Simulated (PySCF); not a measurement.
Ionising AsO

UHF-CCSD(T); As def2-TZVPPD, O def2-TZVPPD; no relativity (PySCF 2.14). Neutral (UHF): doublet (π ↑), Re = 1.635 Å, ωe = 963 cm⁻¹, De = 4.69 eV.

AsO⁺ (RHF): singlet (closed shell), Re = 1.579 Å, ωe = 1093 cm⁻¹, De = 6.47 eV to As⁺ + O. The energies at the minima are -2309.55378 hartree for AsO and -2309.25280 for AsO⁺.

(1) Work out the adiabatic ionisation energy, without and with harmonic zero-point energies (1 hartree = 27.2114 eV, 1 eV = 8065.5 cm⁻¹), and the change of the bond length.

AsO⁻ (ROHF): triplet (π ↑↑), Re = 1.703 Å, ωe = 819 cm⁻¹. The energies at the minima are -2309.55378 hartree for AsO and -2309.59731 for AsO⁻.

(2) Work out the adiabatic electron affinity, without and with harmonic zero-point energies (1 hartree = 27.2114 eV, 1 eV = 8065.5 cm⁻¹), and the change of the bond length.

Correlated steps freeze 10 core orbitals. UHF and ROHF references stand side by side, which adds small steps between rows. Spin–orbit coupling is left out. For an ion De counts to the pair picked by the measured ionisation energies or electron affinities, which need not be the lowest pair at this level. Where the molecule has an RHF reference, its open-shell atoms are computed with UHF. The CCSD T1 diagnostic is raised in AsO⁺, a sign that a single reference may not be enough there. States were picked by a PBE0 search and need not be the measured ground states.

Neutral and ion stand on different kinds of reference determinant, which adds to the error of the difference.

Results:

(1) At CCSD(T): 0.30098 hartree = 8.190 eV between the minima; the zero-point term (1093.0 − 963.0)/2 cm⁻¹ = +0.008 eV makes it 8.198 eV. Re changes by -5.6 pm against the neutral. The electron leaves a π orbital, and the shorter bond of the ion fits an antibonding orbital, or a change in how ionic the bond is.

(2) At CCSD(T): 0.04353 hartree = 1.185 eV between the minima; the zero-point term (963.0 − 819.0)/2 cm⁻¹ = +0.009 eV makes it 1.193 eV. Re changes by +6.8 pm against the neutral. The electron enters a π orbital, and the longer bond of the ion fits an antibonding orbital, or a change in how ionic the bond is.
